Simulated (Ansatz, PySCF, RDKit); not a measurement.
Noncovalent pair: SiH4 (SMILES [SiH4]) (first 5 atoms) with CH4O (SMILES CO); geometry from B3LYP-D3(BJ)/def2-TZVP.
(charge 0, multiplicity 1):
| atom | x (Å) | y (Å) | z (Å) |
|---|---|---|---|
| Si | 0.0779 | 0.1102 | 0.2841 |
| H | -1.1281 | -0.5255 | 0.8619 |
| H | 0.3097 | 1.4322 | 0.9018 |
| H | -0.1668 | 0.3089 | -1.1675 |
| H | 1.2544 | -0.7695 | 0.4425 |
| C | -0.4786 | 0.5213 | 3.9292 |
| O | 0.4930 | -0.2856 | 3.2741 |
| H | -1.4774 | 0.3875 | 3.5011 |
| H | -0.1763 | 1.5567 | 3.7821 |
| H | -0.5184 | 0.3186 | 5.0040 |
| H | 0.2554 | -1.2115 | 3.3870 |

Monomers are frozen at their geometry in the pair; levels with a basis set take the counterpoise correction. Rows marked so take none. RDKit's UFF carries no charges.

Rows in 6-31G* carry no dispersion term and start afresh at each structure (6-31G* with six Cartesian d functions).

Programs: Ansatz (a first-principles code) with Gaussian orbitals; PySCF for 6-31G* rows, the dispersion terms; RDKit for the force fields. Each number belongs to the level named beside it.

**Question.** One of these levels gives 18.7 meV for the interaction energy. Which one is it?
A. PBE/def2-TZVPPD
B. UFF
C. BP86/6-31G* (no counterpoise)
D. revPBE-D4/def2-TZVPPD

**Answer.** B, UFF. The others give -51.9 (PBE/def2-TZVPPD), -82.1 (BP86/6-31G* (no counterpoise)), -97.5 (revPBE-D4/def2-TZVPPD)
